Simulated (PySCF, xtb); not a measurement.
dimethyl selenide (C2H6Se), SMILES [Se](C)C.

Harmonic wavenumbers (cm⁻¹) from GFN2-xTB in xtb at its own minimum, in rising order: 140, 152, 206, 571, 577, 830, 869, 898, 919, 1284, 1288, 1431, 1433, 1438, 1439, 3001, 3002, 3008, 3009, 3035, 3040.

### Question
What does PBE-D3(BJ)/def2-SVP (PySCF) give at its own minimum? (An estimate is asked for; the answer gives what the named calculation found.)

### Answer
150, 155, 210, 586, 598, 823, 858, 890, 939, 1233, 1257, 1381, 1389, 1395, 1402, 2975, 2979, 3081, 3088, 3099, 3100. Paired by order, the mean absolute difference is 32 cm⁻¹ and the zero-point energies are 45.1 and 45.2 kcal/mol.
